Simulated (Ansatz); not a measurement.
`[CH3][GaH][SH]` at its PBE0-D4/def2-TZVP geometry, where that method's forces vanish. Charge 0, multiplicity 1.

```xyz
8

C    -0.6683    0.5430    0.7838
Ga    0.8849   -0.3795    0.0232
S     0.8479   -1.0417   -2.0824
H    -1.0198    0.0129    1.6723
H    -1.4890    0.6166    0.0701
H    -0.3842    1.5509    1.0967
H     2.2192   -0.7177    0.7659
H    -0.3906   -0.5846   -2.3294
```

Task: What forces (eV/Å) does ωB97M-V/def2-TZVPP give on these atoms in Ansatz? (Best estimate.)

Result: Ansatz gave: 
```
C1  -0.017  0.008  0.013
Ga2  0.093 -0.022  0.049
S3  -0.088  0.038  0.001
H4   0.018  0.051 -0.068
H5   0.060 -0.002  0.060
H6  -0.032 -0.076 -0.020
H7  -0.116  0.032 -0.057
H8   0.083 -0.029  0.021
```
